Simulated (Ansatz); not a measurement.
`BSB` + `C[NH][GeH3]` → `B[N](C)[GeH3]` + `BS` at 298.15 K and 1 bar (ligand exchange at a B–S bond).

Calculated with Ansatz (gas phase, PBE0-D4/def2-TZVP geometries, no zero-point term in ΔE). CBS: MP2 limit from def2 TZ/QZ plus the TZ coupled-cluster correction, frozen cores. This one scheme is used for every species. For Ge outer-core shells are correlated without core-valence functions, which leaves a few kJ/mol of doubt a bond. Scalar relativity is left out up to krypton.

```csv
species,CCSD(T)/CBS energy (Eh),H − E (kJ/mol),S (J/(mol·K))
`BSB`,-449.77944,128.4,273.6
`C[NH][GeH3]`,-2173.06430,220.1,309.9
`B[N](C)[GeH3]`,-2198.49616,255.3,333.9
`BS`,-424.38198,90.6,245.0
```

H − E and S are ideal-gas, rigid-rotor, harmonic terms from PBE0-D4/def2-TZVP, for one conformer and one mirror image of each species. 1 Eh = 2625.50 kJ/mol, R = 8.31446 J/(mol·K).

Q: By hand: ΔE, ΔH, ΔS and ΔG.

A: ΔE = (-2198.49616) + (-424.38198) − (-449.77944) − (-2173.06430) = -0.03440 Eh = -90.3 kJ/mol. Δ(H − E) = 255.3 + 90.6 − 128.4 − 220.1 = -2.6, so ΔH = -92.9 kJ/mol. ΔS = 333.9 + 245.0 − 273.6 − 309.9 = -4.6 J/(mol·K). ΔG = -92.9 − 298.15 × (-4.6)/1000 = -91.5 kJ/mol.

Q: By hand: the equilibrium constant, and the temperature at which ΔG would vanish if ΔH and ΔS stayed fixed.

A: log₁₀ K = −ΔG/(RT ln 10) = 16.0. ΔG = 0 at ΔH/ΔS = 20196 K, far beyond where these terms or the molecules hold.

The number of gas molecules stays the same, so ΔS is small and ΔH decides. A doubt of 5 kJ/mol in ΔE shifts log₁₀ K by 0.9 here. Other conformers and mirror images would add mixing entropy, several J/(mol·K) or more a flexible species. These are equilibria of isolated gas molecules and say nothing of rates. Largest T1 diagnostic: 0.015 (customary marks: 0.02 for closed shells, 0.045 for open ones).
